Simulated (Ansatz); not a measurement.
Z-matrix (Å, degrees):
```
Si
N 1 1.713
F 1 1.599 2 111.6
H 1 1.479 2 109.9 3 -117.4
H 1 1.478 2 108.2 3 117.7
Si 2 1.715 1 127.5 3 -98.3
H 2 1.011 1 116.4 3 83.4
Cl 6 2.059 2 112.1 1 -101.9
H 6 1.477 2 107.8 1 16.3
H 6 1.479 2 110.6 1 140.2
```

Total charge 0; spin multiplicity 1.

(1) List the ωB97M-V/def2-TZVPP orbital energies in eV (Ansatz 0.2.0). (Estimate.)

## Answers

(1) Ansatz gave: Occupied: -2771.85, -1808.33, -1808.19, -677.38, -394.76, -262.27, -199.73, -199.62, -199.61, -149.27, -149.12, -103.42, -103.38, -103.35, -103.27, -103.24, -103.21, -35.95, -27.17, -25.74, -18.74, -18.19, -16.29, -15.44, -15.34, -14.75, -13.58, -13.42, -13.02, -12.02, -11.65, -11.24, -10.94. Lowest empty: 1.65, 2.31, 2.38, 3.17, 3.17, 3.40, 3.60, 4.46.
